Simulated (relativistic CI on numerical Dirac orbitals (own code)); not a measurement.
What each ingredient does to the levels of Cs⁴⁴⁺

Base calculation: Dirac-Coulomb-Breit CI, orbitals from a KLI potential per configuration, QED by a radiative potential, unscaled Slater integrals.

CI space (outside the closed core [Ne]): 3s, 3p, 3d, 4s, 4p, 4d, 4f, 5s, 5p, 5d, 5f, 5g, 6s, 6p, 6d, 7s, 7p. Levels of other configurations are missing.

Variants: (1) configuration mixing switched off; (2) one mean potential for all configurations. Shifts of the energy above 3s ²S1/2, in eV, for the lowest level and the first level of each name with at least 55 % of one term (blank where a level changes its place among those of its configuration and J or its character, or is not in the variant):

| Level | Base | Δ(1) | Δ(2) |
| --- | --- | --- | --- |
| 3s ²S1/2 | 0.00 | 0.00 | 0.00 |
| 3p ²P°1/2 | 102.85 | +0.01 | +0.08 |
| 3p ²P°3/2 | 196.52 | -0.01 | +0.08 |
| 3d ²D3/2 | 326.19 | 0.00 | +0.05 |
| 3d ²D5/2 | 347.20 | -0.01 | +0.05 |
| 4s ²S1/2 | 1588.41 | -0.02 | -0.06 |
| 4p ²P°1/2 | 1630.93 | -0.02 | -0.04 |
| 4p ²P°3/2 | 1669.05 | -0.02 | -0.03 |
| 4d ²D3/2 | 1718.12 | -0.02 | -0.05 |
| 4d ²D5/2 | 1727.24 | -0.02 | -0.05 |
| 4f ²F°5/2 | 1753.21 | -0.02 | -0.09 |
| 4f ²F°7/2 | 1757.11 | -0.02 | -0.09 |
| 5s ²S1/2 | 2294.20 | -0.02 | -0.06 |
| 5p ²P°1/2 | 2315.59 | -0.02 | -0.04 |
| 5p ²P°3/2 | 2334.74 | -0.02 | -0.05 |
| 5d ²D3/2 | 2358.73 | -0.02 | -0.05 |
| 5d ²D5/2 | 2363.45 | -0.02 | -0.05 |
| 5f ²F°5/2 | 2376.28 | -0.02 | -0.09 |
| 5f ²F°7/2 | 2378.28 | -0.02 | -0.09 |
| 5g ²G7/2 | 2380.00 | -0.02 | -0.07 |
| 5g ²G9/2 | 2381.20 | -0.02 | -0.07 |
| 6s ²S1/2 | 2668.40 | -0.02 | -0.06 |

At this charge energies of transitions that change n are usually good to better than 1 %, and those within a shell (Δn = 0) to a few per cent.

Ionisation energy from the two ground configurations alone: base 3484.49 eV. The NIST ASD value (theoretical) is 3485 eV.
